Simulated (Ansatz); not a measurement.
`[CH3][Al-]([CH3])([CH3])[PH3+]`, relaxed with RKS PBE0-D4/def2-TZVP in Ansatz 0.2.0 from a PBE-D4/def2-SVP geometry. The force threshold is 0.005 eV/Å; the program also tests the step.

Total charge 0; spin multiplicity 1.

Start:

```xyz
17

C    -1.282   -0.665   -1.552
Al   -0.306   -0.375    0.157
C     1.108   -1.679    0.663
C    -1.233    0.617    1.611
P     1.271    1.562   -0.653
H    -2.028   -1.481   -1.420
H    -0.622   -0.980   -2.388
H    -1.854    0.226   -1.890
H     1.751   -1.985   -0.190
H     1.773   -1.316    1.475
H     0.633   -2.612    1.044
H    -0.547    0.965    2.414
H    -1.973   -0.053    2.104
H    -1.805    1.498    1.249
H     1.187    2.045   -1.999
H     1.234    2.840   -0.008
H     2.692    1.392   -0.619
```

(1) By how much does the energy fall, and how many steps does the optimiser take? (An estimate is asked.)

(2) Which bonds change most? (An estimate is asked.)

(3) Give the relaxed structure. (Best estimate.)

Results:

(1) Computed: 5.62 kJ/mol, in 3 steps.

(2) Ansatz gave: P5–H16 from 1.432 to 1.411 Å; P5–H17 from 1.432 to 1.411 Å; P5–H15 from 1.432 to 1.411 Å; Al2–P5 from 2.626 to 2.609 Å.

(3) Computed: 
```xyz
17

C    -1.273   -0.661   -1.541
Al   -0.306   -0.375    0.157
C     1.100   -1.669    0.659
C    -1.225    0.612    1.600
P     1.261    1.550   -0.648
H    -2.011   -1.463   -1.421
H    -0.615   -0.965   -2.362
H    -1.828    0.224   -1.870
H     1.732   -1.961   -0.186
H     1.756   -1.299    1.453
H     0.642   -2.591    1.038
H    -0.541    0.957    2.383
H    -1.957   -0.040    2.092
H    -1.779    1.483    1.236
H     1.168    2.020   -1.975
H     1.216    2.805   -0.004
H     2.660    1.373   -0.611
```
